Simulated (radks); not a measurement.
Values are calculated unless marked as measured or tabulated.
Ionisation of the promethium ion Pm7+, [Kr] 4d10 4f3 5s2 5p3, to [Kr] 4d10 4f3 5s2 5p2 as the strength of local exchange is varied. Code: a radial shooting solver on a logarithmic mesh with Libxc functionals. Model: scalar-relativistic Kohn-Sham, Slater X-alpha exchange (alpha = 2/3 is LDA exchange), no correlation, spin-polarised, spherical densities, finite nucleus; open shells are filled with parallel spins first (spin-orbit coupling, left out, can overturn this in heavy ions); Fermi nuclear charge, rms radius 4.962 fm.

alpha  E(Pm7+) (hartree)  exchange (hartree)  IE (eV)  -e of the level emptied (eV)  <r> of it (bohr)
0.665         -9994.6356           -211.9408   115.25                   107.81 (5p)             1.447
0.667         -9995.2753           -212.5908   115.31                   107.86 (5p)             1.447
0.733        -10016.4049           -234.0816   117.11                   109.66 (5p)             1.437
0.736        -10017.3663           -235.0604   117.19                   109.75 (5p)             1.437
0.744        -10019.9305           -237.6713   117.41                   109.97 (5p)             1.436
0.852        -10054.6063           -273.0363   120.39                   112.95 (5p)             1.420
0.979        -10095.5232           -314.9023   123.94                   116.51 (5p)             1.403
1.011        -10105.8570           -325.4988   124.84                   117.41 (5p)             1.399

NIST Atomic Spectra Database: 116 +/- 6 eV (theoretical). The Delta-SCF value meets it near alpha = 0.69. Open shells are spherical and high-spin; term and fine-structure splittings are not resolved. Spin-orbit splitting is averaged out at the scalar-relativistic level.
